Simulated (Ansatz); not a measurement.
PBE exchange is replaced step by step with exact exchange (0 % is PBE, 25 % PBE0; no dispersion term), basis def2-TZVP, Ansatz. System: Cu₃H₃. Charge 0, multiplicity 1. Geometry: PBE-D4/def2-SVP, each spin state at its own.

The relaxed triplet has other bonds than the singlet, so its gap is one between isomers. The relaxed quintet has other bonds than the singlet, so its gap is one between isomers.

Geometry of the singlet:

```xyz
6

Cu    0.249   -0.542    1.201
Cu   -1.118    0.714   -0.194
Cu    0.869   -0.173   -1.006
H    -1.225    0.243    1.419
H    -0.351    0.764   -1.693
H     1.576   -1.007    0.274
```

The structure comes from a short search, and lower isomers may exist.

| exact exchange (%) | HOMO (eV) | LUMO (eV) | gap (eV) | triplet − singlet (kJ/mol) | quintet − singlet (kJ/mol) |
| --- | --- | --- | --- | --- | --- |
| 0 | -5.23 | -2.06 | 3.18 | 230.5 | 489.3 |
| 5 | -5.50 | -1.84 | 3.66 | 240.5 | 503.6 |
| 10 | -5.76 | -1.63 | 4.13 | 250.7 | 517.3 |
| 15 | -6.03 | -1.42 | 4.61 | 261.0 | 530.1 |
| 25 | -6.57 | -1.02 | 5.55 | 281.6 | 552.5 |
| 35 | -7.11 | -0.63 | 6.48 | 301.7 | 567.9 |
| 50 | -7.92 | -0.07 | 7.85 | 326.3 | 566.0 |

The spin gap doesn't follow a straight line here, which points to a change of state along the sweep.
